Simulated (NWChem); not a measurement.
Species: CrHO₃Cl; SMILES [O]=[Cr](=[O])([OH])[Cl]

```xyz
6

Cr    -0.0018    -0.2544     0.0000
O      0.7439    -0.7805    -1.2524
O      0.7439    -0.7805     1.2524
Cl     0.0411     1.8862     0.0000
O     -1.6379    -0.8150     0.0000
H     -1.9021    -1.7498     0.0000
```
Atoms are numbered in this order, from 1.

This is a stationary point of B3LYP/6-31G* (spherical d) (NWChem), point group Cs. 

Q: Is it a minimum? If not, what does it relax to?

A: No. It has an imaginary frequency of 347i cm⁻¹. Following that mode (on a finer grid) lowers the energy by 3.4 kcal/mol and ends, with real frequencies alone, at point group C1:
```xyz
6

Cr     0.0679    -0.4170    -0.0678
O      0.9231    -0.7687    -1.3085
O      0.7489    -0.9499     1.2173
Cl    -0.1031     1.7193     0.0917
O     -1.5042    -1.1272    -0.2478
H     -1.9230    -1.4235     0.5814
```
